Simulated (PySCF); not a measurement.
Run record: geometry optimisation, `[C@H]1(F)OBOCC1`.

Computed with PBE0-D3(BJ)/def2-SVP geometry optimisation, gas phase (PySCF 2.14.0). Start geometry: GFN2-xTB. A driver script takes a list of jobs; this job's settings line and coordinates (Å) are shown.

Command:
```bash
OMP_NUM_THREADS=1 python probes_run.py task.json out
```

Input:
```
{"job": {"xc": "PBE0", "basis": "def2-SVP", "d3": "d3bj", "grid": 1, "shake": 0.01, "kind": "geom"}, "charge": 0, "multiplicity": 1}
F      1.189380     0.083220    -1.681050
C      1.205720    -0.179110    -0.332810
C     -0.004510    -1.066960     0.000110
C     -1.223120    -0.233340    -0.174590
O     -1.177210     0.994980     0.500260
B      0.012290     1.574570     0.738830
O      1.220250     1.007520     0.370290
H      2.190710    -0.674700    -0.171860
H      0.114560    -1.378960     1.066230
H      0.000220    -1.937450    -0.635600
H     -2.136300    -0.768230     0.235070
H     -1.413500    -0.032230    -1.229840
H      0.027330     2.593810     1.304640
```

Output:
```
step   0  E = -392.44875950  max force = 0.042304
step   1  E = -392.44959774  max force = 0.019026
step   2  E = -392.45255298  max force = 0.005406
step   3  E = -392.45306747  max force = 0.002982
step   4  E = -392.45321534  max force = 0.001029
step   5  E = -392.45331725  max force = 0.001935
step   6  E = -392.45338606  max force = 0.001792
step   7  E = -392.45341331  max force = 0.000945
step   8  E = -392.45342089  max force = 0.000316
optimisation converged
```

Energies in Eh; «max force» is the largest Cartesian gradient component in Eh/bohr.

Question: Give the first gradient maximum in eV/Å.

Answer: With 1 Eh/bohr = 51.422 eV/Å, 2.175 eV/Å.

Question: How much energy does the optimisation release, in eV?

Answer: E(step 0) − E(last step) = 0.004661 Eh, which is 0.127 eV.

Main results: final energy -392.45342 Eh after 8 steps; dipole 2.90 D.

The run took 64 s on one thread of an Arm Neoverse V1, no GPU, on a shared host, and the process peaked at 0.55 GiB of memory.
Labels such as C1 count atoms from 1, the log's own numbers from 0.
